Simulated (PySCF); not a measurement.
# How methods differ on the excitation energy of Hf²⁺

Hf²⁺ [Xe] 4f14 5d2 (3F) → Hf²⁺ [Xe] 4f14 5d1 6s1 (3D), as a difference of total energies. Computed with PySCF 2.14 in ANO-RCC-VTZP, with the spin-free X2C one-electron Hamiltonian (Gaussian nucleus). Correlated levels: valence: [Xe] 4f14 frozen; valence and next inner shell: [Kr] 4d10 4f14 frozen. The calculations carry no spin-orbit coupling.

```csv
method,excitation energy (cm⁻¹)
UHF,2813.5
LDA,-869.94
PBE0,1594.7
MP2 (valence),2670.1
SCS-MP2 (valence),2765.7
MP2 (valence and next inner shell),1046.8
SCS-MP2 (valence and next inner shell),1646.2
```

Q: How much does correlation contribute at MP2 (valence and next inner shell)?

A: 1046.8 − (2813.5) = -1766.7 cm⁻¹, measured against UHF.

A first-order spin-orbit estimate (lowest level to lowest level, LS coupling) adds 0.088 eV.

The basis was made for the ground configuration and has no added diffuse functions, so the excitation energy can come out too high.
